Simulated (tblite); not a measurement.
C4H8P3Si (charge -1).
Numbering: `[CH3:1][CH2:2][c:3]1[p:4][p:5][c:6]([SiH3:7])[p-:8]1` (hydrogens: H9, H10, H11 on C1; H12, H13 on C2; H14, H15, H16 on Si7)
Bond orders are those of one Lewis drawing.

Computed with GFN2-xTB (tblite), gas phase: L-BFGS steps from a force-field or distance-geometry start until the largest atomic force falls under 0.01 eV/Å.

Step 7: E = -601.9971 eV
```
atom  x, y, z in Å  |  force x, y, z in eV/Å
C1     -2.8055   -0.0453    0.6569    0.106  -0.077  -0.033
C2     -2.1062    0.3418   -0.6652   -0.059  -0.417   0.243
C3     -0.7059   -0.3184   -0.7677   -0.617   0.100  -0.110
P4     -0.3051   -1.8800   -1.4725   -0.314   0.493   0.180
P5      1.7560   -1.9442   -1.0840    0.054   0.543   0.306
C6      1.9305   -0.3986   -0.2470    0.763  -0.295   0.061
Si7     3.4872    0.4357    0.5028   -0.174  -0.170  -0.086
P8      0.5607    0.6025   -0.0174   -0.524   0.823   0.256
H9     -2.6440   -1.1063    0.8019   -0.111  -0.230   0.146
H10    -2.3689    0.4808    1.5087    0.133  -0.046  -0.160
H11    -3.8886    0.1502    0.6795    0.323   0.040  -0.297
H12    -2.8053    0.1260   -1.4878    0.486  -0.388  -0.020
H13    -1.9897    1.4242   -0.6627    0.281   0.196  -0.052
H14     4.3495   -0.5296    1.2396   -0.102   0.132  -0.246
H15     3.2185    1.5133    1.5254   -0.094  -0.423  -0.388
H16     4.3094    1.1568   -0.5221   -0.152  -0.280   0.200
```

Step 8: E = -602.0926 eV
```
atom  x, y, z in Å  |  force x, y, z in eV/Å
C1     -2.7947   -0.0566    0.6510   -0.025  -0.047   0.091
C2     -2.0938    0.3298   -0.6631   -0.399  -0.251   0.317
C3     -0.7175   -0.2946   -0.7608    0.236  -0.120  -0.018
P4     -0.3021   -1.8486   -1.4559   -0.669   0.242  -0.021
P5      1.7391   -1.9255   -1.0773    0.379   0.528   0.369
C6      1.9204   -0.3824   -0.2369    0.282  -0.389  -0.096
Si7     3.4649    0.4168    0.4911    0.283   0.020   0.049
P8      0.5528    0.6324   -0.0074   -0.460   0.620   0.173
H9     -2.6545   -1.1191    0.8137   -0.040  -0.175   0.082
H10    -2.3643    0.4792    1.4958    0.206  -0.048  -0.035
H11    -3.8713    0.1537    0.6654    0.176   0.036  -0.288
H12    -2.7803    0.1095   -1.4805    0.237  -0.447  -0.283
H13    -1.9736    1.4039   -0.6674    0.168   0.512   0.002
H14     4.3485   -0.5191    1.2279   -0.082  -0.003  -0.204
H15     3.2156    1.4869    1.5002   -0.181  -0.237  -0.196
H16     4.3032    1.1425   -0.5072   -0.111  -0.242   0.058
```

Step 9: E = -602.1457 eV
```
atom  x, y, z in Å  |  force x, y, z in eV/Å
C1     -2.7887   -0.0649    0.6494   -0.071  -0.053   0.167
C2     -2.0917    0.3201   -0.6577   -0.372   0.094   0.178
C3     -0.7192   -0.2808   -0.7559    0.494  -0.127   0.085
P4     -0.3108   -1.8273   -1.4469   -0.523   0.019  -0.102
P5      1.7348   -1.9074   -1.0683    0.283   0.373   0.270
C6      1.9162   -0.3754   -0.2313   -0.186  -0.126  -0.070
Si7     3.4560    0.4051    0.4844    0.455   0.095   0.095
P8      0.5432    0.6583    0.0009   -0.162   0.293   0.079
H9     -2.6615   -1.1291    0.8221   -0.007  -0.114   0.046
H10    -2.3582    0.4775    1.4877    0.222  -0.059   0.040
H11    -3.8589    0.1566    0.6527    0.031   0.036  -0.236
H12    -2.7630    0.0927   -1.4811    0.121  -0.434  -0.334
H13    -1.9619    1.3984   -0.6702    0.011   0.390   0.033
H14     4.3472   -0.5133    1.2180   -0.024  -0.120  -0.141
H15     3.2108    1.4680    1.4826   -0.229  -0.085  -0.042
H16     4.2982    1.1304   -0.4978   -0.042  -0.184  -0.068
```

**Question.** Estimate the geometry and energy of step 10. (The exact step hangs on the optimiser's Hessian estimate; all steps are aligned on step 9, rigid shifts and turns removed.)

**Answer.** E = -602.1849 eV, largest force 0.422 eV/Å
```
atom  x, y, z in Å  |  force x, y, z in eV/Å
C1     -2.7852   -0.0730    0.6512   -0.060  -0.026   0.139
C2     -2.0940    0.3146   -0.6515   -0.124   0.263  -0.056
C3     -0.7126   -0.2702   -0.7495    0.300  -0.010   0.161
P4     -0.3256   -1.8109   -1.4417   -0.155  -0.139  -0.103
P5      1.7347   -1.8873   -1.0571    0.005   0.120   0.082
C6      1.9083   -0.3691   -0.2267   -0.338   0.242   0.070
Si7     3.4555    0.3960    0.4796    0.355   0.086   0.077
P8      0.5349    0.6845    0.0093    0.087   0.018   0.007
H9     -2.6674   -1.1390    0.8299    0.009  -0.043   0.012
H10    -2.3492    0.4751    1.4819    0.191  -0.079   0.094
H11    -3.8491    0.1597    0.6385   -0.090   0.031  -0.141
H12    -2.7478    0.0715   -1.4878    0.116  -0.344  -0.215
H13    -1.9529    1.3989   -0.6718   -0.163   0.177   0.047
H14     4.3465   -0.5114    1.2080    0.061  -0.237  -0.061
H15     3.2024    1.4518    1.4683   -0.246   0.042   0.086
H16     4.2941    1.1177   -0.4919    0.053  -0.103  -0.199
```

The energy changes by -0.0393 eV. The first-order estimate −F·Δx gives -0.0588 eV and the mean of the old and new forces, exact on a quadratic surface, -0.0393 eV. The step makes an angle of 55° with the force vector and moves no atom by more than 0.029 Å.
